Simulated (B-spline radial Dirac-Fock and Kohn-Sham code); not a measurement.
# Photoelectron lines of K¹⁴⁺ at 5630 eV

System: the K¹⁴⁺ ion, configuration [He] 2s2 2p1.

The run's input, task.json:

```json
{"items": [{
  "Z": 19,
  "q": 14,
  "cfg": [[1, 0, 2], [2, 0, 2], [2, 1, 1]],
  "A": 39,
  "rrms": 3.4349,
  "do": ["binding", "quiet", "photo"],
  "hv": [40.81, 64.3, 427.0, 502.0, 600, 800, 825.0, 2220.0, 5414.7, 5630.0, 6000, 15000, 59318.2, 59800.0, 159000.0, 200000]
}]}
```

Launch: `python xray_run.py task.json out`

These are calculated numbers from an atomic code on a B-spline grid; the model is independent-particle photoionisation in a Dirac-Hartree-Slater potential with a Latter tail, all multipoles, thresholds from Dirac-Fock ΔSCF. The asymmetry parameter β is from the dipole term alone. Kinetic energies are from the vacuum level. Open shells are spread statistically over j, without multiplet splitting.

The last column is dσ/dΩ = σ/(4π) · [1 + β P₂(cos θ)] at θ = 90° from the polarisation vector of linearly polarised light.

```tsv
subshell	electrons	binding (eV)	kinetic (eV)	σ (kb)	β	dσ/dΩ (kb/sr)
1s	2	4307.2	1322.8	23.3	2.00	≈ 0
2s	2	893.7	4736.3	1.87	2.00	≈ 0
2p1/2	0.33	862.1	4767.9	0.0572	0.72	0.00292
2p3/2	0.67	858.2	4771.8	0.110	0.71	0.00564
```

Branching ratios of the spin-orbit partners (statistical value in brackets): 2p 1.92 (2.00).
